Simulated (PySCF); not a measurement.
## Excitation energy of S²⁺ by level of theory

S²⁺ [Ne] 3s2 3p2 (3P) → S²⁺ [Ne] 3s2 3p1 4s1 (3P), as a difference of total energies. Computed with PySCF 2.14 in aug-cc-pVTZ-DK (6s5p3d2f, 50 functions), with scalar relativity by spin-free X2C-1e. Correlated levels: valence: [Ne] frozen. The calculations carry no spin-orbit coupling.

| method | excitation energy (eV) |
| --- | --- |
| UHF | 17.928 |
| MP2 (valence) | 18.005 |
| SCS-MP2 (valence) | 17.987 |
| CCSD (valence) | 17.999 |
| CCSD(T) (valence) | 17.966 |

Task: How much does correlation contribute at CCSD(T) (valence)?

Result: 17.966 − (17.928) = 0.038 eV, measured against UHF.

A first-order spin-orbit estimate (lowest level to lowest level, LS coupling) adds -0.007 eV.

The promoted electron is Rydberg-like, and one or two diffuse shells describe it only roughly, which tends to raise the upper state.

The coupled-cluster amplitudes are large for the upper state (T1 above 0.03 or a double amplitude above 0.15), so a single reference is strained.
